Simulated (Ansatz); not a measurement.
Compare A (`SC1OBO1`) with its isomer B (`OB1OCS1`).

Isolated molecules relaxed with PBE0-D4/def2-TZVP in Ansatz; ΔE leaves out vibrations. CCSD(T)/CBS is the MP2 limit (def2-TZVPP, def2-QZVPP) plus CCSD(T) − MP2 in def2-TZVPP, frozen cores. Functionals use def2-TZVPP. B3LYP here is the variant with VWN-RPA as its local correlation; programs differ in this. One conformer a species, not always the lowest.

A:

```xyz
8

S    -1.841    0.318    0.526
C    -0.311   -0.010   -0.348
O     0.246   -1.244    0.082
B     1.332   -0.463    0.440
O     0.824    0.760    0.057
H    -2.180    1.368   -0.239
H    -0.449    0.037   -1.429
H     2.377   -0.765    0.910
```

B:

Z-matrix (Å, degrees):
```
C
S 1 1.837
B 1 2.064 2 55.6
O 1 1.422 2 97.1 3 -0.0
H 1 1.090 2 112.3 3 -116.6
H 1 1.090 2 112.3 3 116.6
O 3 1.344 1 167.9 2 -180.0
H 7 0.959 3 114.4 1 180.0
```

(1) Which isomer does CCSD(T)/CBS put lower? Give the gap. (Estimate.)

(2) Give E(B) − E(A) in kJ/mol with CCSD(T)/def2-TZVPP, PBE0-D4, B3LYP-D4, B3LYP, BLYP-D4, LDA (SPW92), ωB97M-V. (An estimate is asked.)

(3) Does the order hold for the free energy at 298.15 K (harmonic terms from PBE0-D4)? (Estimate.)

Largest T1 diagnostic: 0.015.

Results:

(1) The calculation gave: B, by 152.3 kJ/mol.

(2) Computed: CCSD(T)/def2-TZVPP -150.5, PBE0-D4 -155.4, B3LYP-D4 -149.3, B3LYP -149.2, BLYP-D4 -144.9, LDA (SPW92) -151.9, ωB97M-V -149.2. None reverses the order clearly.

(3) Ansatz gave: Yes: G(B) − G(A) = -140.2 kJ/mol, for one conformer each.

In def2-TZVPP, CCSD(T) changes the Hartree–Fock value by −3.8 kJ/mol (the triples alone add −0.3 kJ/mol) and MP2 by −11.7 kJ/mol. From PBE to PBE0 (25 % exact exchange), in def2-TZVPP and without D4, E(B) − E(A) moves by −4.4 kJ/mol.
